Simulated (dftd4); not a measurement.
OZn (SMILES [O]=[Zn]), singlet, at a GFN2-xTB geometry (such geometries of metal compounds can be far from the true shape); D4 for tpss (dftd4).

Input for dftd4:
```
$ dftd4 mol.xyz --func tpss --charge 0 --json dftd4.json --noedisp

# file mol.xyz
2

Zn    -0.00000000    -0.00000000    -0.33822725
O      0.00000000     0.00000000     1.26835217
```

What does dftd4 print? Leave out banner, timings and long lists.


```
                    ____  _____ _____     ____  _  _
      -------------|  _ \|  ___|_   _|---|  _ \| || |------------
     |             | | | | |_    | | ___ | | | | || |_           |
     |             | |_| |  _|   | ||___|| |_| |__   _|          |
     |             |____/|_|     |_|     |____/   |_|            |
     |             ===================================           |
     |            E. Caldeweyher, S. Ehlert & S. Grimme          |
     |          Mulliken Center for Theoretical Chemistry        |
     |                    University of Bonn                     |
      -----------------------------------------------------------

Rational (Becke-Johnson) damping: tpss-D4-ATM
---------------------
  s6         1.0000
  s8         1.7660
  s9         1.0000
  a1         0.4282
  a2         4.5426
 alp        16.0000
--------------------

Dispersion energy:      -1.2520768326453E-03 Eh

[Info] JSON dump of results written to 'dftd4.json'
```
